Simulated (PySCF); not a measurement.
Compound: C6H10SSi2.
SMILES with atom numbers: `[SH:1][SiH2:2][SiH2:3][c:4]1[cH:5][cH:6][cH:7][cH:8][cH:9]1`

Geometry (GFN2-xTB, Å), atoms numbered from 1 in this order:
```xyz
19
C6H10SSi2 angstrom
S      4.6970   -1.0179   -0.1447
Si     2.5893   -1.2004    0.2969
Si     1.3860    0.2786   -1.0148
C     -0.4120    0.2986   -0.4428
C     -0.9309   -0.6821    0.3967
C     -2.2533   -0.6514    0.8024
C     -3.0858    0.3673    0.3711
C     -2.5883    1.3507   -0.4679
C     -1.2654    1.3120   -0.8676
H      4.8026    0.2763    0.1147
H      2.3948   -2.6216    0.0279
H      2.4950   -1.0161    1.7477
H      1.4204   -0.0673   -2.4448
H      1.8973    1.6592   -0.9259
H     -0.2888   -1.4827    0.7409
H     -2.6351   -1.4218    1.4569
H     -4.1174    0.3966    0.6901
H     -3.2328    2.1484   -0.8079
H     -0.8824    2.0828   -1.5211
```

NICS = −σ at a ghost point: NICS(0) at the centroid of the ring atoms, NICS(1) 1 Å to either side along the normal of their mean plane, zz for the tensor component along that normal. Level: GIAO PBE0/pcSseg-1 (PySCF, non-relativistic, gas phase) on the GFN2-xTB geometry, one conformer.

Ring bond lengths (Å), with Mayer bond orders in brackets: C4–C5 1.391 (1.41), C5–C6 1.384 (1.45), C6–C7 1.385 (1.43), C7–C8 1.385 (1.42), C8–C9 1.383 (1.45), C9–C4 1.391 (1.43).

Question: Give the NICS values of each ring in ppm.

Answer: 
```json
{"ring": "C4–C5–C6–C7–C8–C9", "type": "6-membered carbocycle; formal bonds all aromatic", "NICS(0)": "-8.1", "NICS(1), two faces": "-11.3 / -11.4", "NICS(1)zz, two faces": "-28.6 / -28.7", "rms pucker (Å)": "0.00", "centre to ring atoms, mean (Å)": "1.39"}
```

Question: What can be read from them?

Answer: 
- C4–C5–C6–C7–C8–C9: mean NICS(1)zz -28.7 ppm, shielded. For a flat ring without four-coordinate atoms the NICS criterion counts such a value as aromatic.

Question: And the bond-length index? HOMA = 1 − mean of α(R − Ropt)² over the ring bonds, with Krygowski's 1993 parameters (CC: Ropt 1.388 Å, α 257.7 Å⁻²).

Answer: 
- C4–C5–C6–C7–C8–C9: HOMA 1.00 = 1 − EN − GEO, with mean bond length 1.386 Å, EN = α(Ropt − mean)² = 0.001 and GEO = α × variance = 0.003. The geometric and the magnetic index point the same way.

Question: At the second NICS(1) probe listed for ring C4–C5–C6–C7–C8–C9, 1 Å off the ring, how large is the induced field along the normal in 9.4 T applied along it?

Answer: NICSzz × B0 = -28.7 ppm × 9.4 T = -270 μT, against the applied field.

Question: Give the inner angles of the rings and the Hirshfeld charges of the ring atoms.

Answer: 
- C4–C5–C6–C7–C8–C9: C4 118.0° (-0.096 e), C5 121.2° (-0.049 e), C6 120.0° (-0.046 e), C7 119.7° (-0.042 e), C8 119.9° (-0.045 e), C9 121.3° (-0.045 e); sum 720.0° against 720° for a flat convex ring.
